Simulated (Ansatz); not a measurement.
`O[SiH]([SiH3])N[SiH3]` + H₂O → `O[SiH](O)[SiH3]` + `N[SiH3]`  (formal hydrolysis of the Si–N bond)

Gas-phase electronic energies from Ansatz, PBE0-D4/def2-TZVP geometries. CCSD(T)/CBS adds triple-zeta CCSD(T) − MP2 to the extrapolated MP2 energy (def2 sets, frozen cores). This one scheme is used for every species. DFT in def2-TZVPP. B3LYP here is the variant with VWN-RPA as its local correlation; programs differ in this. One conformer a species, not always the lowest.

`O[SiH]([SiH3])N[SiH3]`:

Z-matrix (Å, degrees):
```
Si
Si 1 2.351
N 1 1.724 2 109.7
O 1 1.652 2 110.1 3 126.2
H 1 1.484 2 111.9 3 -120.5
H 2 1.489 1 108.4 3 163.7
H 2 1.488 1 112.3 3 43.9
H 2 1.490 1 111.2 3 -78.0
Si 3 1.726 1 129.6 2 19.2
H 3 1.012 1 114.7 2 -162.6
H 4 0.959 1 117.5 2 -58.2
H 9 1.486 3 107.0 1 5.8
H 9 1.488 3 112.6 1 -114.0
H 9 1.488 3 111.4 1 125.1
```

H₂O:

Z-matrix (Å, degrees):
```
O
H 1 0.960
H 1 0.960 2 105.1
```

`O[SiH](O)[SiH3]`:

```xyz
10

O    -0.750   -1.193    1.406
Si    0.366   -0.218    0.685
O     0.390    1.302    1.318
Si   -0.081    0.101   -1.593
H    -1.674   -0.967    1.294
H     1.647   -0.921    0.953
H     0.672    1.401    2.229
H    -1.445    0.677   -1.768
H    -0.034   -1.203   -2.310
H     0.909    1.021   -2.214
```

`N[SiH3]`:

Cartesian coordinates in Å:
```
N -0.696 0.289 0.755
Si 0.361 -0.265 -0.484
H -1.251 1.116 0.603
H -0.410 0.226 1.719
H -0.409 -0.313 -1.753
H 1.574 0.572 -0.731
H 0.831 -1.624 -0.109
```

| level | ΔE (kJ/mol) | difference from CCSD(T)/CBS |
| --- | --- | --- |
| PBE-D4 | -28.8 | -0.1 |
| r2SCAN-D4 | -35.1 | -6.4 |
| PBE0-D4 | -28.5 | 0.2 |
| B3LYP-D4 | -32.7 | -4.0 |
| ωB97X-V | -35.0 | -6.3 |
| ωB97M-V | -33.3 | -4.6 |
| B2PLYP | -40.9 | -12.2 |
| PBE | -37.5 | -8.8 |
| r2SCAN | -37.7 | -9.0 |
| PBE0 | -36.5 | -7.8 |
| B3LYP | -46.5 | -17.8 |
| HF/def2-TZVPP | -50.6 | -21.9 |
| MP2/def2-TZVPP | -30.3 | -1.6 |
| SCS-MP2/def2-TZVPP | -34.5 | -5.8 |
| CCSD/def2-TZVPP | -34.0 | -5.3 |
| CCSD(T)/def2-TZVPP | -31.0 | -2.3 |
| HF/def2-QZVPP | -50.3 | -21.6 |
| MP2/def2-QZVPP | -28.8 | -0.1 |
| SCS-MP2/def2-QZVPP | -33.2 | -4.5 |
| HF/CBS(def2) | -50.3 | -21.6 |
| MP2/CBS(def2) | -27.9 | 0.8 |
| CCSD/CBS(def2) | -31.6 | -2.9 |
| CCSD(T)/CBS | -28.7 | 0 |

Largest T1 diagnostic among the species: 0.013.

The D4 term adds +13.8 kJ/mol with B3LYP and +8.0 kJ/mol with PBE0; it sums over pairs of atoms, weighted by their polarisabilities, and B3LYP, whose exchange is more repulsive, gets the larger term. In def2-TZVPP, CCSD(T) changes the Hartree–Fock value by +19.6 kJ/mol (the triples alone add +2.9 kJ/mol) and MP2 by +20.4 kJ/mol.
